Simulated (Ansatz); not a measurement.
Total energies of CH3BFNS (`N=C(F)BS`).

Z-matrix (Å, degrees):
```
C
F 1 1.354
B 1 1.579 2 114.2
N 1 1.252 2 121.1 3 180.0
S 3 1.756 1 119.6 2 -179.9
H 3 1.189 1 121.4 2 0.1
H 4 1.020 1 112.6 2 0.0
H 5 1.350 3 95.5 1 -0.0
```

The species carries charge 0 and has multiplicity 1. The structure was optimised at the PBE0-D4/def2-TZVP level. It is one conformer, not always the lowest. Basis def2-TZVPP, Ansatz.

RPA on PBE orbitals: Hartree–Fock energy of these orbitals -615.77155 Eh, correlation -1.40712 Eh (frozen core).

| functional | energy without D4 (Eh) | D4 term (kJ/mol) |
| --- | --- | --- |
| LDA (SPW92) | -614.57796 | – |
| PBE | -617.24745 | -16.0 |
| revPBE | -617.52690 | -51.5 |
| BLYP | -617.61752 | -35.9 |
| r2SCAN | -617.52753 | -3.8 |
| B97M-V | -617.53123 | – |
| PBE0 | -617.28450 | -13.4 |
| B3LYP | -617.68880 | -25.9 |
| r2SCANh | -617.51283 | -4.1 |
| r2SCAN0 | -617.49208 | -4.5 |
| HSE06 (plane-wave form) | -617.26659 | -12.4 |
| BHLYP | -617.55553 | -19.1 |
| CAM-B3LYP | -617.59066 | -13.5 |
| LC-ωPBE | -617.40588 | – |
| ωB97X-V | -617.53474 | – |
| ωB97M-V | -617.57452 | – |
| B2PLYP | -617.38439 | – |
| PBE-QIDH | -617.16443 | – |

B3LYP takes the VWN-RPA correlation (the form of Gaussian; ORCA's B3LYP/G). HSE06 is the plane-wave form, built on full-range PBE exchange. The double hybrids freeze the cores in their second-order part.

LC-ωPBE has ω = 0.4 bohr⁻¹.
